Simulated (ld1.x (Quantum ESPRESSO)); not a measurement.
# iodine (I), TM: configuration errors across variants

I, norm-conserving Troullier–Martins (Kleinman–Bylander form), made with ld1.x (Quantum ESPRESSO) 7.5 (PBE, scalar-relativistic). Core [Kr], reference 4d10 5s2 5p3.5 (charge +1.5). Waves: 5s (bound): rc 1.55 bohr; 4d (bound): rc 1.20 bohr; 5p (bound): rc 1.90 bohr. Local part: the p channel. Core correction: none.

All-electron excitation energies from the reference (eV): (1) 4d10 5s2 5p5 -19.913; (2) 4d10 5s2 5p4 -8.781; (3) 4d10 5s2 5p3 11.065; (4) 4d9 5s2 5p6 25.949; (5) 4d10 5s1 5p6 -9.498; (6) 4d10 5s1 5p5 2.198; (7) 4d10 5s2 5p4.5 -15.380.

Errors AE − PS in meV (a dash: test not solved or not reliable):

```csv
change,(1),(2),(3),(4),(5),(6),(7),bound ghosts
base,+13,+3.6,-1.5,-593,+1.1,-2.9,+8.4,none
wave 4d (bound): rc 1.20 bohr becomes 4d (bound): rc 0.80 bohr,+13,+3.6,-1.5,-600,+1.1,-2.9,+8.4,none
wave 4d (bound): rc 1.20 bohr becomes 4d (bound): rc 0.98 bohr,+13,+3.6,-1.5,-598,+1.1,-2.9,+8.4,none
wave 4d (bound): rc 1.20 bohr becomes 4d (bound): rc 1.16 bohr,+13,+3.6,-1.4,-594,+1.1,-2.9,+8.4,none
wave 4d (bound): rc 1.20 bohr becomes 4d (bound): rc 1.48 bohr,+13,+3.6,-1.4,-552,+1.1,-2.9,+8.4,none
wave 4d (bound): rc 1.20 bohr becomes 4d (bound): rc 1.60 bohr,+13,+3.6,-1.4,-497,+1.1,-3.0,+8.4,none
wave 4d (bound): rc 1.20 bohr becomes 4d (bound): rc 1.74 bohr,+13,+3.6,-1.4,-433,+1.0,-3.1,+8.4,none
```

Give the same row for: wave 4d (bound): rc 1.20 bohr becomes 4d (bound): rc 1.26 bohr.

+13, +3.6, -1.4, -588, +1.1, -2.9, +8.4; bound ghosts: none.
